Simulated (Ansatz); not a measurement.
Species: InCl, charge 0, triplet. This triplet is an excited state, 3.2 eV above the singlet at CCSD(T)/def2-QZVPP (Ansatz, an electronic-structure program). InCl (SMILES [Cl][In], triplet).
B3LYP-D3(BJ)/def2-TZVP minimum from Ansatz:
```
In
Cl 1 2.4026
```
Charge 0, spin multiplicity 3.

Total energies in def2-QZVPP, 10 correlated electrons, 14 frozen orbitals. Radicals and triplets start from unrestricted determinants; spin-orbit coupling is neglected. Correlated methods leave the cores frozen (noble-gas shells, and filled d and f shells in the p block). Past Kr the def2 sets carry scalar-relativistic core potentials. Spin-orbit terms, left out, reach several kcal/mol for Br and I, and more for heavier atoms. The spin of ClIn ([Cl][In], triplet) was assumed, and the state is the lowest solution found for it.

| method | program | energy (Eh) | minus CCSDT(Q) (mEh) |
|---|---|---|---|
| HF | Ansatz | -648.73109 | 269.06 |
| MP2 | Ansatz | -648.96794 | 32.21 |
| CCSD | Ansatz | -648.98643 | 13.73 |
| CCSD(T) | Ansatz | -648.99875 | 1.40 |
| CCSDT(Q) | Ansatz | -649.00016 | 0.00 |

Rough core times of Ansatz's runs on a shared machine: CCSD(T) 3 min, CCSDT(Q) 70 min.
